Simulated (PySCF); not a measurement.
Identify the compound

Molecular formula: C₇H₅FO₂. Simulated spectra:

1H NMR (400 MHz, computed): δ 7.98 (m, 1H), 7.74 (m, 1H), 6.81 (m, 1H), 6.15 (m, 1H), 5.71 (m, 1H).

13C{1H} NMR (computed): δ 155.7 (C), 154.3 (CH), 146.5 (C), 134.8 (C), 132.3 (CH), 128.8 (CH), 122.5 (CH2).

All values are calculated (PySCF): GFN2-xTB structure, σ from GIAO-PBE0/pcSseg-1. In vacuum, non-relativistic, a single conformation.

Scale: 1H (31.72 ppm), 13C (186.93 ppm) against TMS (reference shieldings calculated alike).

Q: Which candidate is it?
A. O=C(O)c1ccccc1F
B. C#CC1=COC(CF)=CO1
C. O=C(O)c1cccc(F)c1
D. CC1=C(F)C(=O)C(=O)C=C1
E. C=Cc1coc(C(=O)F)c1

A: E. 

- Rings plus π bonds: 5 (1 ring in the answer).
- 7 carbon signals for 7 carbons: no two carbons are equivalent.
- Carbon types of the structure: 3 × C, 3 × CH, 1 × CH2, which accounts for all hydrogens.
- δC 155.7: carbonyl carbon.
- δC 134.8: substituted aromatic carbon.
- δC 132.3: alkene CH; as expected for a trigonal carbon in a double bond.
- δC 128.8: aromatic CH; the aromatic region.
- δC 122.5: terminal =CH2 carbon; an sp2 carbon of a C=C bond.

The others: O=C(O)c1cccc(F)c1 would give 4 signals for carbon-bound and other non-exchanging H, not 5; O=C(O)c1ccccc1F would give 4 signals for carbon-bound and other non-exchanging H, not 5; CC1=C(F)C(=O)C(=O)C=C1 would give 3 signals for carbon-bound and other non-exchanging H, not 5; C#CC1=COC(CF)=CO1 would give 4 signals for carbon-bound and other non-exchanging H, not 5.

Splittings by 19F in the carbon and heteronuclear signals aren't shown, as no couplings were computed. Shifts are as computed. Against solution values, carbons near 30 ppm lie about +3 ppm off and those near 130 ppm about +5 ppm. Of 1211 compounds with measured shifts, 218 miss one by over three times the rms of a fit or turn the order of signals round; such compounds aren't used in these exercises. Multiplicities follow the n + 1 count of equivalent neighbours, as no J values were calculated; m marks all less simple cases, F and P coupling included.
